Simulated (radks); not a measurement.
Excited configurations of neutral hafnium: one electron is placed in a higher orbital outside [Xe] 4f14 5d1 6s2. The ground configuration is [Xe] 4f14 5d2 6s2. All-electron calculation, scalar-relativistic Kohn-Sham, PBE, spin-polarised, spherical densities, finite nucleus; open shells are filled with parallel spins first (spin-orbit coupling, left out, can overturn this in heavy ions); Fermi nuclear charge, rms radius 5.347 fm. Program: a radial shooting solver on a logarithmic mesh with Libxc functionals. Excitation = E - E(ground); binding = E(ion) - E, where the ion is the core of charge +1; n* = 1/sqrt(2 binding) in atomic units, and the quantum defect is n - n*.

outer orbital  excitation (eV)  binding (eV)     n*  eigenvalue (eV)
5f                       5.894         0.977  3.731           -0.472
6p                       2.106         4.766  1.690           -2.568
6d                       5.212         1.660  2.863           -0.805
6f                       6.181         0.690  4.440           -0.405
7s                       4.282         2.589  2.292           -1.603
7p                       5.004         1.868  2.699           -1.113
7d                       5.817         1.054  3.593           -0.613

The Delta-SCF ionisation energy is 6.871 eV (NIST Atomic Spectra Database: 6.825 eV, measured). Self-interaction in the functional shifts the binding energies and quantum defects, so they are the method's values and not measured ones. Open shells are spherical and high-spin; term and fine-structure splittings are not resolved. Spin-orbit splitting is averaged out at the scalar-relativistic level.
